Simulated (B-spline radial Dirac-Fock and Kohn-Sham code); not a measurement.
**Free-atom binding energies and absorption edges of Re**

These are calculated numbers from a radial B-spline solver; the model is Dirac-Fock (average of configuration) total-energy differences with a finite nucleus, the Breit interaction including its frequency dependence, and self-energy and vacuum-polarisation corrections. No correlation.

The run's input, task.json:

```json
{"items": [{
  "Z": 75,
  "q": 0,
  "cfg": [[1, 0, 2], [2, 0, 2], [2, 1, 6], [3, 0, 2], [3, 1, 6], [3, 2, 10], [4, 0, 2], [4, 1, 6], [4, 2, 10], [4, 3, 14], [5, 0, 2], [5, 1, 6], [5, 2, 5], [6, 0, 2]],
  "A": 187,
  "rrms": 5.3698,
  "do": ["binding"],
  "screen": [5, 2]
}]}
```

Command: `python xray_run.py task.json out`

Two models are given for 1s2 2s2 2p6 3s2 3p6 3d10 4s2 4p6 4d10 4f14 5s2 5p6 5d5 6s2. In the first the electron is removed to infinity. In the second it is placed in the 5d shell, so that the atom stays neutral; this mimics a hole screened by valence charge, or the onset of absorption below the ionisation limit. The tabulated edges (Elam, Ravel and Sieber, Radiat. Phys. Chem. 63, 121 (2002)) refer to the element in its standard state, with the Fermi level as zero for a metal.

```tsv
level	ionised (eV)	screened (eV)	tabulated (eV)
1s	71682.1	71672.4	71676.0
2s	12544.9	12535.0	12527.0
2p1/2	11968.9	11959.1	11959.0
2p3/2	10545.5	10535.6	10535.0
3s	2949.6	2939.7	2932.0
3p1/2	2695.0	2685.1	2682.0
3p3/2	2382.1	2372.2	2367.0
3d3/2	1960.1	1950.3	1949.0
3d5/2	1893.5	1883.7	1883.0
4s	641.4	631.5	625.4
4p1/2	534.7	524.9	518.7
4p3/2	461.6	451.8	446.8
4d3/2	286.5	276.7	273.9
4d5/2	273.1	263.2	260.5
4f5/2	51.02	41.22	42.90
4f7/2	48.62	38.82	40.50
5s	96.64	86.99	83.00
5p1/2	61.96	52.67	45.60
5p3/2	51.04	41.86	34.60
```

Question: Which of the two models lies closer to the table on average?

Answer: The screened model lies closer: the mean absolute deviations are 13.0 eV (ionised) and 3.9 eV (screened). Screening lowers the levels by 9.8 eV on average.
